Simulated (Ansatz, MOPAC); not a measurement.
Molecule: GaH₂, net charge 1, singlet state. SMILES of the parent species: [GaH2]

Atoms: Ga1, H2, H3. Bonds: Ga1-H2, Ga1-H3.

Bond lengths (Å) and angles (degrees) optimised at PM6 with MOPAC; MNDO with MOPAC; PBE/6-31G* with LANL2DZ past Ar with Ansatz (a program for electronic structure), each started from the B3LYP-D3(BJ)/def2-TZVP structure (Ansatz) of the last column. A row stands for all coordinates that are equal there. 6-31G* holds six Cartesian d functions. No wavenumbers were computed at MNDO, PBE/6-31G* with LANL2DZ past Ar, so these may be saddle points.

```json
[
 {"coordinate": "Ga1-H2", "PM6": "1.496", "MNDO": "1.662", "PBE/6-31G* with LANL2DZ past Ar": "1.566", "B3LYP-D3(BJ)/def2-TZVP": "1.529"},
 {"coordinate": "H2-Ga1-H3", "PM6": "180.0", "MNDO": "180.0", "PBE/6-31G* with LANL2DZ past Ar": "180.0", "B3LYP-D3(BJ)/def2-TZVP": "180.0"}
]
```

Mean signed difference of all 2 bond lengths from B3LYP-D3(BJ)/def2-TZVP: PM6 -0.033 Å, MNDO 0.133 Å, PBE/6-31G* with LANL2DZ past Ar 0.037 Å.
